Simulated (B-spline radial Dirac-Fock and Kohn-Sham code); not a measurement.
**Muonic X-ray energies, Sc to Sr**

These are calculated numbers from a radial atomic solver; the model is the Dirac equation of a negative muon with reduced mass in the field of a spherical finite nucleus, with the Uehling potential to all orders; nuclear polarisation, deformation, hyperfine structure, self-energy, higher-order vacuum polarisation, relativistic recoil and electron screening are left out. Fermi charge distributions with a skin thickness of 2.3 fm (Gaussian below an rms radius of 2.2 fm); energies in keV. Radii are from Angeli and Marinova (2013), any marked * from an empirical formula.

```csv
nucleus,rms radius (fm),2p3/2 → 1s,3d5/2 → 2p3/2,4f7/2 → 3d5/2,2p → 1s over point nucleus without QED
⁴⁵Sc,3.5459,857.0,173.0,60.37,0.917
⁴⁸Ti,3.5921,932.6,190.0,66.29,0.908
⁵¹V,3.6002,1012,207.7,72.47,0.901
⁵²Cr,3.6452,1092,226.2,78.93,0.892
⁵⁵Mn,3.7057,1173,245.6,85.68,0.882
⁵⁶Fe,3.7377,1257,265.7,92.69,0.873
⁵⁹Co,3.7875,1341,286.6,99.99,0.863
⁵⁸Ni,3.7757,1432,308.3,107.6,0.856
⁶³Cu,3.8823,1514,330.9,115.4,0.843
⁶⁶Zn,3.9491,1600,354.2,123.6,0.831
⁷⁰Ga,3.9998,1688,378.3,132.0,0.821
⁷³Ge,4.0632,1776,403.1,140.7,0.809
⁷⁵As,4.0968,1867,428.8,149.6,0.799
⁷⁸Se,4.1406,1958,455.3,158.9,0.788
⁷⁹Br,4.1629,2053,482.5,168.4,0.779
⁸⁴Kr,4.1884,2147,510.6,178.2,0.769
⁸⁵Rb,4.2036,2245,539.4,188.3,0.760
⁸⁸Sr,4.224,?,?,?,?
```

Problem. Fill in the row of ⁸⁸Sr.

Solution. 2342 keV, 569.0 keV, 198.7 keV; ratio 0.751.
